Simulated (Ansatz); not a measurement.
Harmonic frequencies (cm⁻¹) at PBE0-D4/def2-TZVP from Ansatz: 24, 141, 285, 398, 470, 539, 582, 707, 719, 775, 1228, 1445, 1447, 1989, 2714, 3053, 3133, 3156.

Each molecule was computed in one conformer, which needn't be the lowest.

Q: Which molecule is it?
A. `[CH3][GaH][SH]`
B. `S[CH2][GaH2]`
C. `C[NH][GaH2]`
D. `[OH][Ga]([OH])[OH]`

A: A.
